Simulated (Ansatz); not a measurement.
Start from `SB(S)Cl` and change one atom or group to get `OB(S)Cl`.

Ansatz, PBE0-D4/def2-TZVP geometries, multiplicity 1. Each molecule was computed in one conformer, which needn't be the lowest.

```csv
property,`SB(S)Cl`
LUMO energy (B3LYP/def2-TZVPP) / eV,-1.14
HOMO–LUMO gap (ωB97M-V/def2-TZVPP) / eV,10.95
HOMO energy (PBE/def2-TZVPP) / eV,-6.58
size of the dipole moment (B3LYP/def2-TZVPP) / D,1.08
size of the dipole moment (ωB97M-V/def2-TZVPP) / D,1.08
vertical ionisation energy (CCSD(T)/CBS(def2)) / eV,10.15
```

Give the same properties after the change, and the shifts. (Estimate.)

Computed: 
```csv
property,`OB(S)Cl`,shift
LUMO energy (B3LYP/def2-TZVPP) / eV,-0.25,0.89
HOMO–LUMO gap (ωB97M-V/def2-TZVPP) / eV,12.14,1.19
HOMO energy (PBE/def2-TZVPP) / eV,-6.68,-0.10
size of the dipole moment (B3LYP/def2-TZVPP) / D,1.59,0.51
size of the dipole moment (ωB97M-V/def2-TZVPP) / D,1.62,0.54
vertical ionisation energy (CCSD(T)/CBS(def2)) / eV,10.50,0.35
```

With PBE0 the HOMO falls by 0.17 eV and the LUMO rises by 0.94 eV, so the gap widens by about 1.11 eV. PBE moves the HOMO by -0.10 eV and ωB97M-V by -0.23 eV. Dipoles are sizes alone; their direction can turn.

B3LYP here is the variant with VWN-RPA as its local correlation; programs differ in this.
